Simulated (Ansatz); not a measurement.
`NB(F)Cl` + NH₃ → `NB(N)F` + HCl at 600 K and 1 bar (ligand exchange at a B–Cl bond).

Computed with Ansatz on PBE0-D4/def2-TZVP structures; ΔE is electronic, products minus reactants. CBS: MP2 limit from def2 TZ/QZ plus the TZ coupled-cluster correction, frozen cores. This one scheme is used for every species. One conformer a species, not always the lowest.

| species | CCSD(T)/CBS energy (Eh) | H − E (kJ/mol) | S (J/(mol·K)) |
| --- | --- | --- | --- |
| `NB(F)Cl` | -640.42619 | 132.1 | 345.5 |
| NH₃ | -56.50880 | 112.4 | 219.5 |
| `NB(N)F` | -236.55523 | 205.4 | 356.6 |
| HCl | -460.38127 | 35.4 | 207.2 |

H − E and S are ideal-gas, rigid-rotor, harmonic terms from PBE0-D4/def2-TZVP, for one conformer and one mirror image of each species. 1 Eh = 2625.50 kJ/mol, R = 8.31446 J/(mol·K).

Task: By hand: ΔE, ΔH, ΔS and ΔG.

Result: ΔE = (-236.55523) + (-460.38127) − (-640.42619) − (-56.50880) = -0.00151 Eh = -4.0 kJ/mol. Δ(H − E) = 205.4 + 35.4 − 132.1 − 112.4 = -3.7, so ΔH = -7.7 kJ/mol. ΔS = 356.6 + 207.2 − 345.5 − 219.5 = -1.2 J/(mol·K). ΔG = -7.7 − 600 × (-1.2)/1000 = -7.0 kJ/mol.

Task: By hand: the equilibrium constant, and the temperature at which ΔG would vanish if ΔH and ΔS stayed fixed.

Result: log₁₀ K = −ΔG/(RT ln 10) = 0.6. ΔG = 0 at ΔH/ΔS = 6417 K, far beyond where these terms or the molecules hold.

The number of gas molecules stays the same, so ΔS is small and ΔH decides. A doubt of 5 kJ/mol in ΔE shifts log₁₀ K by 0.4 here. Other conformers and mirror images would add mixing entropy, several J/(mol·K) or more a flexible species. These are equilibria of isolated gas molecules and say nothing of rates. Largest T1 diagnostic: 0.011 (customary marks: 0.02 for closed shells, 0.045 for open ones).
